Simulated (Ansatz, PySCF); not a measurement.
Gas-phase reaction (SMILES): COB(OC)OC + [H][H] (H2) -> COBOC [dimethoxyborane] + CO (CH4O) [methanol]; hydrogen cleaves one B-O bond, a model of a ligand-exchange step.

Structures are relaxed separately at B3LYP-D3(BJ)/def2-TZVP in Ansatz (a first-principles code), one conformer each, not searched for the lowest. Correlated levels leave the core frozen unless marked. Spin-orbit coupling is left out. Non-relativistic. CBS marks a two-point X^-3 extrapolation of the correlation energy; Hartree-Fock from the larger set. [CCSD(T)-MP2]/basis is that difference in the basis named. Thermal terms are rigid-rotor harmonic-oscillator values from B3LYP-D3(BJ) frequencies (Ansatz or PySCF) at 298.15 K and 1 atm. 1 Eh = 627.5095 kcal/mol.

| species | E, RI-MP2/CBS(cc-pVTZ,cc-pVQZ)+[CCSD(T)-MP2]/cc-pVDZ (Ansatz) (Eh) | E, wB97X-V/def2-TZVPD (Ansatz) (Eh) | H - E (Eh) | G - E (Eh) |
|---|---|---|---|---|
| COB(OC)OC | -370.00196 | -370.41967 | 0.14320 | 0.09826 |
| [H][H] (H2) | -1.17591 | -1.17238 | 0.01336 | -0.00144 |
| COBOC | -255.52567 | -255.82134 | 0.10627 | 0.06790 |
| CO (CH4O) | -115.61353 | -115.73216 | 0.05533 | 0.02827 |

Question: Work out ΔE and ΔH, ΔG, ΔS and the equilibrium constant at 298.15 K at the first level, then ΔH at the second.

Answer: 
1. ΔE = [(-255.52567) + (-115.61353)] - [(-370.00196) + (-1.17591)] = 0.03867 Eh = 24.3 kcal/mol at RI-MP2/CBS(cc-pVTZ,cc-pVQZ)+[CCSD(T)-MP2]/cc-pVDZ.
2. The terms H - E add up to 0.00504 Eh, so ΔH = (0.03867 + (0.00504))×627.5095 = 27.4 kcal/mol.
3. The terms G - E add up to -0.00065 Eh, so ΔG = 23.9 kcal/mol, and ΔS = (0.00504 - (-0.00065))×627509.5/298.15 = 12.0 cal/(mol K).
4. log10 K = -ΔG/(RT ln 10) = -17.5, with RT ln 10 = 1.3642 kcal/mol.
5. At wB97X-V/def2-TZVPD the same steps give ΔE = 24.2 and ΔH = 27.4 kcal/mol, a shift of +0.0 from the first level.
6. These values are not checked against measurement here, since the tables used lack a sound gas-phase enthalpy of formation for at least one species.
